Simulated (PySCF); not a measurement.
## Electron correlation in Rb⁻ (rubidium, charge -1)

[Kr] 5s2, closed-shell 1S. Calculation: PySCF 2.14, in x2c-TZVPPall with one added diffuse shell each of s, p, d, f type (9s7p7d3f1g, 95 functions); scalar relativity by spin-free X2C-1e. Frozen: [Ar] 3d10; 10 electrons correlated.

| level | correlation energy (mhartree) |
| --- | --- |
| CCSD | -207.86 |
| (T) | -6.60 |
| CCSD(T) | -214.46 |

Diagnostics: T1 = 0.041, D1 = 0.1297, largest double amplitude 0.120.

Q: Is a single reference adequate?

A: Not fully. T1 exceeds 0.03, a sign that the reference determinant is poor.

This basis was not built for core-valence correlation, so the inner-shell part is incomplete.
